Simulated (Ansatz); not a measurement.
C₂H₇BO, SMILES `CB(C)O`, 11 atoms. The species carries charge 0 and has multiplicity 1. All runs use 2 threads of a server CPU on a shared host. Correlated methods freeze the cores.

Give the basis size and wall time and peak host memory of each of these runs in Ansatz. RKS PBE0-D4/def2-TZVP frequencies; direct RPA on PBE orbitals/def2-TZVPP energy; RKS PBE0-D4/def2-TZVPP energy; RHF-CCSD(T)/def2-SVP energy; RKS PBE0-D4/def2-TZVP relaxation (9 steps); RKS SPW92/def2-TZVPP energy; RKS PBE0-D4/def2-QZVPP energy; RKS PBE0-D4/def2-SVP energy; RKS ωB97M-V/def2-QZVPP energy; RKS r2SCAN-D4/def2-TZVPP energy and forces; RKS ωB97M-V/def2-SVP energy; RHF-CCSD(T)/def2-TZVPP energy. (Best estimate.)

Computed: Other jobs shared the machine, so times are rough.

```json
{"level": "RKS PBE0-D4/def2-SVP", "job": "energy", "functions": "91", "wall time": "1.2 s", "peak host memory (GiB)": "0.19"}
{"level": "RKS SPW92/def2-TZVPP", "job": "energy", "functions": "222", "wall time": "2.3 s", "peak host memory (GiB)": "0.25"}
{"level": "RKS PBE0-D4/def2-TZVPP", "job": "energy", "functions": "222", "wall time": "3.4 s", "peak host memory (GiB)": "0.41"}
{"level": "RKS ωB97M-V/def2-SVP", "job": "energy", "functions": "91", "wall time": "3.9 s", "peak host memory (GiB)": "0.26"}
{"level": "RKS r2SCAN-D4/def2-TZVPP", "job": "energy and forces", "functions": "222", "wall time": "4.2 s", "peak host memory (GiB)": "0.28"}
{"level": "RHF-CCSD(T)/def2-SVP", "job": "energy", "functions": "91", "wall time": "4.9 s", "peak host memory (GiB)": "0.38"}
{"level": "direct RPA on PBE orbitals/def2-TZVPP", "job": "energy", "functions": "222", "wall time": "7.5 s", "peak host memory (GiB)": "0.49"}
{"level": "RKS PBE0-D4/def2-QZVPP", "job": "energy", "functions": "438", "wall time": "10 s", "peak host memory (GiB)": "1.1"}
{"level": "RKS ωB97M-V/def2-QZVPP", "job": "energy", "functions": "438", "wall time": "22 s", "peak host memory (GiB)": "1.4"}
{"level": "RKS PBE0-D4/def2-TZVP", "job": "relaxation (9 steps)", "functions": "166", "wall time": "38 s", "peak host memory (GiB)": "0.36"}
{"level": "RHF-CCSD(T)/def2-TZVPP", "job": "energy", "functions": "222", "wall time": "80 s", "peak host memory (GiB)": "3.7"}
{"level": "RKS PBE0-D4/def2-TZVP", "job": "frequencies", "functions": "166", "wall time": "3.3 min", "peak host memory (GiB)": "0.36"}
```
